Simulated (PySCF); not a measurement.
FH3S3Zr, multiplicity 1. Atoms are numbered in the order given.

```xyz
8

Zr     0.0000     0.0000    -0.2738
F      0.0000     0.0000    -2.1846
S      0.5585     2.1829     0.6572
H     -0.1905     2.7960    -0.3107
S     -2.1697    -0.6078     0.6572
H     -2.3261    -1.5630    -0.3107
S      1.6112    -1.5751     0.6572
H      2.5167    -1.2330    -0.3107
```
Charge 0, spin multiplicity 1.

Geometry optimised at PBE-D3(BJ)/def2-SVP. The spin state was assumed, not searched. The structure was generated by enumeration; whether it is a known compound was not checked. The def2 effective core potentials stand for the cores of Zr; spin–orbit coupling is left out. One conformer was computed; it need not be the lowest.

Computed with PBE-D3(BJ)/def2-SVP (PySCF 2.14.0).

Frequencies are harmonic and unscaled.

Modes within 1.5 cm⁻¹ of each other (mostly degenerate sets) share a row, with their intensities summed.

Task: List the normal modes with their intensities. (An estimate is asked for; the answer gives what the named calculation found.)

Result: 
```csv
mode,ν (cm⁻¹),IR (km/mol),moving atoms (share of kinetic energy)
1–2,75,3.2,"S 80 %, H 10 %, Zr 8 %"
3,88,1.3,"S 63 %, Zr 27 %"
4–5,125,4.2,"F 62 %, S 22 %, Zr 10 %"
6–7,188,35.1,"H 87 %, S 10 %"
8,250,28.4,H 95 %
9,338,4.9,"S 70 %, H 21 %, Zr 8 %"
10–11,377,104.5,"S 53 %, Zr 34 %, H 13 %"
12,479,5.7,"H 77 %, S 18 %"
13–14,482,59.7,"H 83 %, S 14 %"
15,669,89.0,"F 78 %, Zr 20 %"
16–18,2576,4.2,H 97 %
```
